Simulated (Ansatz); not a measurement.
Species: SnH₃S, charge 0, doublet. SnH3S (SMILES [SnH3][S], doublet).
B3LYP-D3(BJ)/def2-TZVP minimum from Ansatz (a quantum-chemistry and plane-wave program):
```xyz
5

Sn    -0.5110    -0.1664    -0.0202
S      1.7862     0.5841     0.0657
H     -0.7265    -1.2007    -1.3643
H     -1.5523     1.1854    -0.1255
H     -0.7489    -1.0107     1.4475
```
Charge 0, spin multiplicity 2.

Wanted: atomisation energy (electronic, to ground-state atoms), in kcal/mol. UHF or UKS for unpaired electrons; spin-orbit terms are left out. Correlated methods leave the cores frozen (noble-gas shells, and filled d and f shells in the p block). Past Kr the def2 sets carry scalar-relativistic core potentials. CBS(X,Y): correlation extrapolated as X^-3, Hartree-Fock from the larger set. A bracket is a step between two methods taken in the basis named. Where a partner has so few electrons that a lower coupled-cluster level is exact, that level stands in. Spin-orbit terms, left out, reach several kcal/mol for Br and I, and more for heavier atoms.

CCSD(T)/CBS(def2-TZVPP,def2-QZVPP) + [CCSDT(Q) - CCSD(T)]/def2-TZVPP (Ansatz) gives 251.0 kcal/mol.

### Question
What does PBE/def2-TZVPD (Ansatz) give here, and how do the other levels compare?

### Answer
PBE gives 245.8 kcal/mol, 5.2 kcal/mol below it. Differences of the others: r2SCAN/def2-TZVPD (Ansatz) -0.4; PBE0/def2-TZVPD (Ansatz) -6.4; B2PLYP/def2-TZVPD (Ansatz) -8.6; CCSD(T)/CBS(def2-TZVPP,def2-QZVPP) (Ansatz) -0.3 kcal/mol.
